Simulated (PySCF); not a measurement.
All values below come from PySCF with PBE-D3(BJ)/def2-TZVP // B3LYP-D3(BJ)/def2-SVP. Isolated molecules, 0 K electronic values unless said otherwise. One relaxed conformer stands for a flexible species; it need not be the lowest. Excitations are Tamm–Dancoff values on a coarser integration grid. The basis has no diffuse functions, so Rydberg states are missing or too high.

Reference species (SMILES): `B[C@H]1CC[C@H](CC1)B` (neutral, multiplicity 1).

T1 excitation (TDA): 4.23 eV
S1 excitation (TDA): 4.57 eV

Changed species: `B[C@@H]1CCC[C@@H](B)C1`.

Task: What does the change do to the T1 excitation (TDA) and S1 excitation (TDA)?

Result: the T1 excitation (TDA) drops by 0.15 eV, to 4.08 eV; the S1 excitation (TDA) decreases by 0.23 eV, to 4.34 eV.
